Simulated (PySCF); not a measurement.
Some computed properties have been withheld. Give your best values.

Compound: MoSCl4 (singlet state).
Bonds: Mo1–S2, Mo1–Cl3, Mo1–Cl4, Mo1–Cl5, Mo1–Cl6.

```tsv
property	level	value
point group	PBE0-D3(BJ)/def2-SVP	?
rotational constants A, B, C	PBE0-D3(BJ)/def2-SVP	?
dipole moment	CAM-B3LYP/def2-SVPD	?
HOMO energy	CAM-B3LYP/def2-SVPD	-10.03 eV
LUMO energy	CAM-B3LYP/def2-SVPD	?
lowest singlet excitation	TDDFT CAM-B3LYP/def2-SVPD	?
strongest line among the 10 lowest singlet transitions	TDDFT CAM-B3LYP/def2-SVPD	S6/S7 at 3.05 eV (406 nm, f = 0.068 summed over these states)
lowest triplet excitation (Tamm–Dancoff)	TDA CAM-B3LYP/def2-SVPD	?
static isotropic polarisability	CAM-B3LYP/def2-SVPD	?
```

The electronic properties come from PySCF, for the isolated species, density fitting. Isolated species at its PBE0-D3(BJ)/def2-SVP geometry, gas phase. Atoms past krypton carry effective core potentials; spin–orbit coupling is left out.

Q: The lowest singlet excitation?

A: 2.32 eV (533 nm, f = 0.004 summed over 2 states within 0.01 eV).

Q: The LUMO energy?

A: -4.41 eV.

Q: What is the static isotropic polarisability?

A: 127.3 au.

Q: Give the lowest triplet excitation (Tamm–Dancoff).

A: 1.85 eV.

Q: The point group?

A: C4v.

Q: Give the dipole moment.

A: 1.91 D.

Q: The rotational constants A, B, C?

A: 0.966, 0.964, 0.734 GHz.

The rotational constants are those of an oblate symmetric top; the small spread among constants that symmetry makes equal is optimisation noise. The dipole equals about 6.4 × 10⁻³⁰ C·m (1 D = 3.33564 × 10⁻³⁰ C·m). The polarisability is 18.86 Å³ as a volume (1 au = 0.148185 Å³).
